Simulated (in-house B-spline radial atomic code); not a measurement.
Checks on a self-consistent run for the europium ion Eu³⁺, [Kr] 4d9 4f7 5s2 5p6. Computed with a B-spline radial code for spherical atoms: Dirac-Hartree-Fock, average of configuration, Fermi nucleus of rms radius 5.1115 fm.

```json
{"orbital": "1s1/2", "q": "2", "ε (Eh)": "-1794.96732", "<1/r>": "70.2184", "<r²>": "0.000679103", "small-component weight": "0.054968"}
{"orbital": "2s1/2", "q": "2", "ε (Eh)": "-300.22480", "<1/r>": "16.7419", "<r²>": "0.0106034", "small-component weight": "0.012139"}
{"orbital": "2p1/2", "q": "2", "ε (Eh)": "-284.18316", "<1/r>": "16.6783", "<r²>": "0.00774124", "small-component weight": "0.01214"}
{"orbital": "2p3/2", "q": "4", "ε (Eh)": "-260.29866", "<1/r>": "14.8155", "<r²>": "0.00897275", "small-component weight": "0.01129"}
{"orbital": "3s1/2", "q": "2", "ε (Eh)": "-68.93727", "<1/r>": "6.11385", "<r²>": "0.0705165", "small-component weight": "0.0038495"}
{"orbital": "3p1/2", "q": "2", "ε (Eh)": "-62.00278", "<1/r>": "6.01656", "<r²>": "0.0659901", "small-component weight": "0.0037771"}
{"orbital": "3p3/2", "q": "4", "ε (Eh)": "-57.02958", "<1/r>": "5.54977", "<r²>": "0.0729701", "small-component weight": "0.0035458"}
{"orbital": "3d3/2", "q": "4", "ε (Eh)": "-45.19023", "<1/r>": "5.40539", "<r²>": "0.0587621", "small-component weight": "0.0033993"}
{"orbital": "3d5/2", "q": "6", "ε (Eh)": "-44.12156", "<1/r>": "5.28849", "<r²>": "0.0607322", "small-component weight": "0.0033313"}
{"orbital": "4s1/2", "q": "2", "ε (Eh)": "-15.50683", "<1/r>": "2.52955", "<r²>": "0.359647", "small-component weight": "0.0011919"}
{"orbital": "4p1/2", "q": "2", "ε (Eh)": "-12.73665", "<1/r>": "2.42156", "<r²>": "0.38031", "small-component weight": "0.001117"}
{"orbital": "4p3/2", "q": "4", "ε (Eh)": "-11.62516", "<1/r>": "2.27282", "<r²>": "0.416753", "small-component weight": "0.0010435"}
{"orbital": "4d3/2", "q": "3.6", "ε (Eh)": "-7.08527", "<1/r>": "2.05466", "<r²>": "0.482489", "small-component weight": "0.00088343"}
{"orbital": "4d5/2", "q": "5.4", "ε (Eh)": "-6.88239", "<1/r>": "2.01593", "<r²>": "0.497434", "small-component weight": "0.00086149"}
{"orbital": "4f5/2", "q": "3", "ε (Eh)": "-1.64942", "<1/r>": "1.52708", "<r²>": "0.885473", "small-component weight": "0.00052591"}
{"orbital": "4f7/2", "q": "4", "ε (Eh)": "-1.62436", "<1/r>": "1.51229", "<r²>": "0.904605", "small-component weight": "0.00051782"}
{"orbital": "5s1/2", "q": "2", "ε (Eh)": "-3.09266", "<1/r>": "0.964088", "<r²>": "2.0959", "small-component weight": "0.00024564"}
{"orbital": "5p1/2", "q": "2", "ε (Eh)": "-2.22536", "<1/r>": "0.865874", "<r²>": "2.56521", "small-component weight": "0.00020361"}
{"orbital": "5p3/2", "q": "4", "ε (Eh)": "-2.05985", "<1/r>": "0.81502", "<r²>": "2.83674", "small-component weight": "0.00018469"}
```

Electron-electron repulsion V_ee = 3908.6139 hartree.

Question: What total energy follows from the eigenvalues?

Answer: The eigenvalues count the repulsion twice, so E = Σqε - V_ee = -6931.415 - 3908.614 = -10840.028 hartree; the run printed -10840.028.

Question: Does the Dirac virial theorem hold?

Answer: For a point nucleus E = -2c²Σq·w, with w the small-component weight. Here Σq·w = 0.28859 and c = 137.0360, so the ratio E/(-2c²Σq·w) is 1.000125; the finite nucleus accounts for the departure from 1.

Question: What diamagnetic shielding (Lamb formula) and susceptibility (Langevin formula) do the radii give?

Answer: σ = (α²/3)Σq<1/r> = 421.178/(3·137.036²) = 7476.1 ppm, and χ = -0.79199×10⁻⁶·Σq<r²> = -28.32×10⁻⁶ cm³/mol with Σq<r²> = 35.752 bohr². Both are non-relativistic formulas without the paramagnetism of open shells; for so heavy an element the full relativistic shielding is larger by tens of per cent.
